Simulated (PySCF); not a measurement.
Cl₂Sr, charge -1, doublet, geometry from GFN2-xTB (such geometries of metal compounds can be far from the true shape) (a state made from the parent by changing its charge; the spin is typed, not shown lowest) (all electrons, no relativity) (in this run its highest filled SCF level lies above zero, so its values depend strongly on the basis, on diffuse functions most of all); BLYP/STO-3G (PySCF).

Here is a job for PySCF.
```python
from pyscf import gto, scf, dft

mol = gto.M(
    atom='''
Sr    0.21235741   -0.45476054    0.09368183
Cl    1.49087452    0.96121824   -1.82342040
Cl   -1.96555579    0.05530533    1.61401395
''',
    basis='sto-3g',
    charge=-1,
    spin=1,
    verbose=5,
)

mf = dft.UKS(mol)
mf.xc = 'blyp'
mf.grids.level = 4
mf.kernel()
mf.analyze()
```

What the program printed (banner, timings and long lists left out):

```
PySCF version 2.14.0

[INPUT] verbose = 5
[INPUT] max_memory = 4000
[INPUT] num. atoms = 3
[INPUT] num. electrons = 73
[INPUT] charge = -1
[INPUT] spin (= nelec alpha-beta = 2S) = 1
[INPUT] symmetry False subgroup None
[INPUT] Mole.unit = angstrom
[INPUT] Symbol           X                Y                Z      unit          X                Y                Z       unit  Magmom
[...]
[INPUT] ---------------- BASIS SET ----------------
[INPUT] l, kappa, [nprim/nctr], expnt,             c_1 c_2 ...
[INPUT] Sr
[...]
                                564.8480978       0.5353281423
                                152.8699389       0.4446345422
[...]
                                61.23217493       0.3995128261
                                19.91460372       0.7001154689
[...]
                                7.802369707       0.2175436044
                                3.010396794       0.9166769611
[...]
                                0.908275734       0.0196064117
                                0.40110414        1.131034442
[...]
                                0.2353408164      -0.1972567438
                                0.1039541771      1.375495512
[...]
                                61.23217493       0.6076837186
                                19.91460372       0.3919573931
[...]
                                7.802369707       0.5777664691
                                3.010396794       0.4846460366
[...]
                                0.908275734       0.5715227604
                                0.40110414        0.5498949471
[...]
                                0.2353408164      0.629032369
                                0.1039541771      0.6662832743
[...]
                                7.802369707       0.6555473627
                                3.010396794       0.286573259
[INPUT] Cl
[...]
                                109.5358542       0.5353281423
                                29.64467686       0.4446345422
[...]
                                9.053563477       0.3995128261
                                2.944499834       0.7001154689
[...]
                                0.5940934274      0.2255954336
                                0.232524141       0.900398426
[...]
                                9.053563477       0.6076837186
                                2.944499834       0.3919573931
[...]
                                0.5940934274      0.5951670053
                                0.232524141       0.462001012

nuclear repulsion = 283.634468979764
number of shells = 20
number of NR pGTOs = 120
number of NR cGTOs = 40
basis = sto-3g
ecp = {}

******** <class 'pyscf.dft.uks.UKS'> ********
method = UKS
initial guess = minao
damping factor = 0
level_shift factor = 0
DIIS = <class 'pyscf.scf.diis.CDIIS'>
diis_start_cycle = 1
diis_space = 8
diis_damp = 0
SCF conv_tol = 1e-09
SCF conv_tol_grad = None
SCF max_cycles = 50
direct_scf = True
direct_scf_tol = 1e-13
number electrons alpha = 37  beta = 36
XC library pyscf.dft.libxc version 7.1.2
    S. Lehtola, C. Steigemann, M. J. T. Oliveira, and M. A. L. Marques,  SoftwareX 7, 1–5 (2018)
XC functionals = blyp
    A. D. Becke,  Phys. Rev. A 38, 3098 (1988)
    C. Lee, W. Yang, and R. G. Parr,  Phys. Rev. B 37, 785 (1988)
    B. Miehlich, A. Savin, H. Stoll, and H. Preuss,  Chem. Phys. Lett. 157, 200 (1989)
radial grids:
    Treutler-Ahlrichs [JCP 102, 346 (1995); DOI:10.1063/1.469408] (M4) radial grids

becke partition: Becke, JCP 88, 2547 (1988); DOI:10.1063/1.454033
pruning grids: <function nwchem_prune>
grids dens level: 4
symmetrized grids: False
atomic radii adjust function: <function treutler_atomic_radii_adjust>
small_rho_cutoff = 0
Set gradient conv threshold to 3.16228e-05
atom Sr rad-grids = 110, ang-grids = [ 50  50  50  50  50  50  50  50  50  50  50  50  50  50  50  50  50  50
  50  50  50  50  50  50  50  50  50  50  50  50  50  50  50  50  86  86
  86  86  86  86  86  86  86  86  86  86  86  86  86  86  86  86  86 434
 434 434 434 434 434 434 434 434 434 434 434 434 590 590 590 590 590 590
 590 590 590 590 590 590 590 590 590 590 590 590 590 590 590 590 590 590
 590 590 434 434 434 434 434 434 434 434 434 434 434 434 434 434 434 434
 434 434]
atom Cl rad-grids = 95, ang-grids = [ 50  50  50  50  50  50  50  50  50  50  50  50  50  50  50  50  50  50
  50  50  50  50  50  50  50  50  50  50  86  86  86  86  86  86  86  86
  86  86  86  86  86  86  86 434 434 434 434 434 434 434 434 434 434 434
 590 590 590 590 590 590 590 590 590 590 590 590 590 590 590 590 590 590
 590 590 590 590 434 434 434 434 434 434 434 434 434 434 434 434 434 434
 434 434 434 434 434]
tot_boxes 2156, boxes in each direction [12  9 12]
Padding 4 grids
tot grids = 89512
nelec by numeric integration = [35.48475251 35.48475251]
E1 = -6100.458687988688  E2 = 1811.3775925933537  Ecoul = 1970.4528516503697  Exc = -159.07525905701607
init E= -4005.44662641557
cond(S) = 5.695361841801282

  alpha mo_energy =
[-5.68332989e+02 -1.00024907e+02 -1.00024901e+02 -7.50521580e+01
 -6.99406924e+01 -6.99406094e+01 -6.99405929e+01 -1.15504468e+01
 -9.34148118e+00 -9.34106667e+00 -9.34098600e+00 -9.28697131e+00
 -9.28671882e+00 -7.13865317e+00 -7.13842157e+00 -7.13595404e+00
 -7.13594954e+00 -7.13589684e+00 -7.13586907e+00 -4.41046335e+00
 -4.41043923e+00 -4.41041867e+00 -4.41034067e+00 -4.41034049e+00
 -1.60745189e+00 -1.05075072e+00 -1.04244319e+00 -1.04042967e+00
 -9.08396167e-01 -9.01736063e-01 -4.97898150e-01 -4.86943082e-01
 -4.76011893e-01 -4.75913355e-01 -4.74910496e-01 -4.74687172e-01
 -1.84838089e-01 -3.92120394e-02 -1.59155075e-02  6.78717854e-02]
  beta  mo_energy =
[-5.68332989e+02 -1.00024907e+02 -1.00024901e+02 -7.50521580e+01
 -6.99406924e+01 -6.99406094e+01 -6.99405929e+01 -1.15504468e+01
 -9.34148118e+00 -9.34106667e+00 -9.34098600e+00 -9.28697131e+00
 -9.28671882e+00 -7.13865317e+00 -7.13842157e+00 -7.13595404e+00
 -7.13594954e+00 -7.13589684e+00 -7.13586907e+00 -4.41046335e+00
[...]
converged SCF energy = -4010.81544687416  <S^2> = 0.75034024  2S+1 = 2.0003402
Total Energy =                       -4010.815446874157715
[...]
1 Cl 2px         0.00414  -0.00454  -0.00620   0.00676  -0.00646
1 Cl 2py         0.00389  -0.00538  -0.00442  -0.00827  -0.00461
1 Cl 2pz        -0.00579   0.00702  -0.00740  -0.00072  -0.00771
1 Cl 3px        -0.31636   0.31090   0.40902  -0.44908   0.41269
1 Cl 3py        -0.29391   0.38410   0.29159   0.53557   0.29452
1 Cl 3pz         0.44065  -0.48994   0.48814   0.05634   0.49277
2 Cl 1s         -0.00018  -0.00009   0.00000  -0.00000  -0.00000
2 Cl 2s          0.00134   0.00053   0.00000   0.00012   0.00000
2 Cl 3s         -0.08869  -0.03112   0.00000   0.00588   0.00000
2 Cl 2px        -0.00647  -0.00803  -0.00620   0.00160   0.00646
2 Cl 2py         0.00111   0.00208  -0.00442  -0.00962   0.00461
2 Cl 2pz         0.00476   0.00548  -0.00740   0.00441   0.00771
2 Cl 3px         0.49193   0.56270   0.40904  -0.09457  -0.41287
2 Cl 3py        -0.08207  -0.15514   0.29161   0.62853  -0.29455
2 Cl 3pz        -0.36320  -0.37885   0.48813  -0.29622  -0.49260
               #36       #37       #38       #39       #40
0 Sr 1s          0.00000   0.00110  -0.00000   0.00025   0.00000
0 Sr 2s         -0.00000  -0.00299   0.00000  -0.00128  -0.00000
0 Sr 3s          0.00000   0.01982  -0.00000   0.00467   0.00000
0 Sr 4s         -0.00000  -0.02802   0.00000  -0.00114   0.00000
0 Sr 5s          0.00000   0.84316  -0.00000   0.18994   0.00000
0 Sr 2px        -0.00007  -0.00027  -0.00109   0.00072  -0.00114
0 Sr 2py        -0.00002   0.00059  -0.00078  -0.00153  -0.00030
0 Sr 2pz         0.00007  -0.00012  -0.00130   0.00032   0.00113
0 Sr 3px         0.00031   0.00161   0.00817  -0.00568   0.01045
0 Sr 3py         0.00008  -0.00345   0.00582   0.01217   0.00274
0 Sr 3pz        -0.00030   0.00071   0.00975  -0.00251  -0.01039
0 Sr 4px        -0.00194  -0.01050  -0.03118   0.01931  -0.02675
0 Sr 4py        -0.00051   0.02249  -0.02222  -0.04135  -0.00701
0 Sr 4pz         0.00193  -0.00463  -0.03721   0.00852   0.02661
0 Sr 5px         0.02406   0.10099   0.57766  -0.39918   0.68639
0 Sr 5py         0.00630  -0.21626   0.41176   0.85484   0.17990
0 Sr 5pz        -0.02393   0.04455   0.68937  -0.17610  -0.68262
0 Sr 3dxy        0.00016   0.00011   0.00001   0.00004   0.00040
0 Sr 3dyz       -0.00019  -0.00024   0.00002  -0.00018  -0.00048
0 Sr 3dz^2       0.00007   0.00014  -0.00001   0.00007   0.00016
0 Sr 3dxz        0.00005  -0.00074  -0.00001  -0.00050   0.00012
0 Sr 3dx2-y2    -0.00013   0.00028  -0.00002   0.00016  -0.00033
1 Cl 1s         -0.00000  -0.00020  -0.00000  -0.00020  -0.00033
1 Cl 2s          0.00030   0.00376  -0.00000   0.00404   0.00681
1 Cl 3s          0.00437  -0.08849  -0.00000  -0.02237  -0.00385
1 Cl 2px        -0.00763  -0.00309   0.00233  -0.00513  -0.00333
1 Cl 2py         0.00777  -0.00518   0.00166  -0.00058  -0.00601
1 Cl 2pz         0.00174   0.00568   0.00278   0.00465   0.00638
1 Cl 3px         0.48083   0.12646  -0.05611   0.10604   0.03543
1 Cl 3py        -0.50824   0.19914  -0.03999   0.00466   0.08237
1 Cl 3pz        -0.09894  -0.22491  -0.06696  -0.09164  -0.07889
2 Cl 1s          0.00000  -0.00020   0.00000  -0.00020   0.00033
2 Cl 2s         -0.00030   0.00376  -0.00000   0.00404  -0.00681
2 Cl 3s         -0.00437  -0.08849  -0.00000  -0.02237   0.00385
2 Cl 2px         0.00051   0.00673   0.00233   0.00450  -0.00760
2 Cl 2py        -0.00964  -0.00261   0.00166   0.00194   0.00314
2 Cl 2pz         0.00534  -0.00408   0.00278  -0.00493   0.00450
2 Cl 3px        -0.04733  -0.26458  -0.05611  -0.08679   0.09624
2 Cl 3py         0.62182   0.09664  -0.03999  -0.04588  -0.04786
2 Cl 3pz        -0.33217   0.16398  -0.06696   0.10013  -0.05206

To work with the spin densities directly, `use mulliken_meta_spin()` only printing them here.

 ** Mulliken spin pop alpha/beta on meta-lowdin orthogonal AOs **
 ** Mulliken Spin Density (per AO)  **
spin_pop of  0 Sr 1s        0.00000
spin_pop of  0 Sr 2s        0.00001
spin_pop of  0 Sr 3s        0.00038
spin_pop of  0 Sr 4s        0.00077
spin_pop of  0 Sr 5s        0.68478
spin_pop of  0 Sr 2px       0.00000
spin_pop of  0 Sr 2py       0.00000
spin_pop of  0 Sr 2pz      -0.00000
spin_pop of  0 Sr 3px      -0.00000
spin_pop of  0 Sr 3py       0.00001
spin_pop of  0 Sr 3pz      -0.00000
spin_pop of  0 Sr 4px      -0.00032
spin_pop of  0 Sr 4py       0.00019
spin_pop of  0 Sr 4pz      -0.00047
spin_pop of  0 Sr 5px       0.01777
spin_pop of  0 Sr 5py       0.07493
spin_pop of  0 Sr 5pz       0.00522
spin_pop of  0 Sr 3dxy      0.00000
spin_pop of  0 Sr 3dyz      0.00000
spin_pop of  0 Sr 3dz^2     0.00000
spin_pop of  0 Sr 3dxz      0.00000
spin_pop of  0 Sr 3dx2-y2    0.00000
spin_pop of  1 Cl 1s        0.00000
spin_pop of  1 Cl 2s        0.00001
spin_pop of  1 Cl 3s        0.00755
spin_pop of  1 Cl 2px       0.00001
spin_pop of  1 Cl 2py       0.00003
spin_pop of  1 Cl 2pz       0.00003
spin_pop of  1 Cl 3px       0.01373
spin_pop of  1 Cl 3py       0.03916
spin_pop of  1 Cl 3pz       0.04785
spin_pop of  2 Cl 1s        0.00000
spin_pop of  2 Cl 2s        0.00001
spin_pop of  2 Cl 3s        0.00755
spin_pop of  2 Cl 2px       0.00004
spin_pop of  2 Cl 2py       0.00001
spin_pop of  2 Cl 2pz       0.00001
spin_pop of  2 Cl 3px       0.06733
spin_pop of  2 Cl 3py       0.00908
spin_pop of  2 Cl 3pz       0.02434
 ** Mulliken Spin Density (per atom)  **
spin density of  0 Sr =      0.78326
spin density of  1 Cl =      0.10837
spin density of  2 Cl =      0.10837
 ** Mulliken pop alpha/beta on meta-lowdin orthogonal AOs **
 ** Mulliken pop       alpha | beta **
[...]
In total            37.00000 | 36.00000
 ** Mulliken atomic charges   ( Nelec_alpha | Nelec_beta ) **
charge of  0Sr =      0.58460  (    19.09933     18.31607 )
charge of  1Cl =     -0.79230  (     8.95033      8.84196 )
charge of  2Cl =     -0.79230  (     8.95033      8.84196 )

WARN: System has nonzero charge -1; the dipole moment is origin-dependent.
Location of origin: [0. 0. 0.]

Dipole moment(X, Y, Z, Debye):  1.28712, -2.75636,  0.56782
```
